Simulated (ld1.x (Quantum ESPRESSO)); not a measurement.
# Nd (Z = 60) PAW: all-electron and pseudo phase curves

ld1.x (Quantum ESPRESSO) 7.5 input, shortened:

```
&input
   title='Nd', zed=60., rel=2, dft='PBE', iswitch=3,
   config='[Xe] 4f4 5d0 6s1 6p1', rel_dist='average'
 /
 &inputp
   pseudotype=3, lpaw=.true., tm=.true., lloc=-2, rcloc=0.80,
   nlcc=.false.,
   which_augfun='BESSEL', rmatch_augfun=0.60
 /
8
5S  1  0   2.00   0.00  1.90  2.20  0.0
6S  2  0   1.00   0.00  1.90  2.20  0.0
5P  2  1   6.00   0.00  2.35  3.05  0.0
6P  3  1   1.00   0.00  2.35  3.05  0.0
5D  3  2   0.00   0.00  2.80  3.25  0.0
5D  3  2   0.00   1.15  2.80  3.25  0.0
4F  4  3   4.00   0.00  0.75  0.95  0.0
4F  4  3   0.00   0.15  0.75  0.95  0.0
 &test
   configts(1)='4f4 5s2 5p6 5d0 6s1 6p1'
 /
```

Open shells are filled in proportion to 2j + 1 (rel_dist='average').

The phase is arctan(r·u′/u) with u = r·R(r), unwrapped; energies in Ry, scanned from -5 to 5 Ry. A pole is an energy at which the radial function vanishes at the test radius. The pseudo phase is shifted by a multiple of π to meet the all-electron one at the reference energy, and phase errors are pseudo minus all-electron; the curves can meet again beyond the range given. Levels narrower than the energy grid can be missing from the lists of poles.

Q: For each channel, where are the poles, and over which energies does the pseudopotential scatter like the atom?

A:

| channel | radius (bohr) | reference energy (Ry) | poles, all-electron | poles, pseudo | unbroken range about the reference energy with phases within 0.05 rad | phase error 1 Ry above the reference energy (rad) |
| --- | --- | --- | --- | --- | --- | --- |
| s | 3.53 | -0.31 | -3.04, 1.26 | -3.04, 1.26, 4.40 | below 3.7 | -0.000 |
| p1/2 | 3.53 | -0.14 | -1.82, 2.04 | -1.82, 4.64 | -1.9 to 0.1 | +0.534 |
| p3/2 | 3.53 | -0.13 | -1.58, 2.26 | -1.57, 4.64 | -1.7 to 0.2 | +0.523 |
| d3/2 | 3.53 | -0.22 | 0.20, 3.87 | 0.49, 1.60 | -0.3 to 0.0 | -0.074 |
| d5/2 | 3.53 | -0.20 | 0.24, 3.93 | 0.47, 1.53 | -0.3 to 0.0 | -0.066 |
| f5/2 | 3.53 | -0.23 | -0.21, 2.33 | -0.21, 2.33 | below 3.9 | -0.000 |
| f7/2 | 3.53 | -0.20 | -0.17, 2.34 | -0.17, 2.34 | the whole range | -0.000 |

The ghost test of this file was not conclusive.

Phases in the p3/2 channel:

| E (Ry) | all-electron | pseudo |
| --- | --- | --- |
| -5.00 | 1.436 | 1.438 |
| -4.48 | 1.427 | 1.429 |
| -3.96 | 1.417 | 1.419 |
| -3.44 | 1.402 | 1.405 |
| -2.92 | 1.382 | 1.387 |
| -2.40 | 1.347 | 1.355 |
| -1.88 | 1.205 | 1.222 |
| -1.36 | -1.732 | -1.722 |
| -0.84 | -1.846 | -1.831 |
| -0.32 | -1.997 | -1.992 |
| 0.20 | -2.512 | -2.439 |
| 0.72 | -4.048 | -3.464 |
| 1.24 | -4.503 | -4.149 |
| 1.76 | -4.641 | -4.406 |
| 2.28 | -4.715 | -4.527 |
| 2.80 | -4.772 | -4.596 |
| 3.32 | -4.832 | -4.641 |
| 3.84 | -4.924 | -4.674 |
| 4.36 | -5.156 | -4.700 |
| 4.88 | -6.501 | -4.723 |
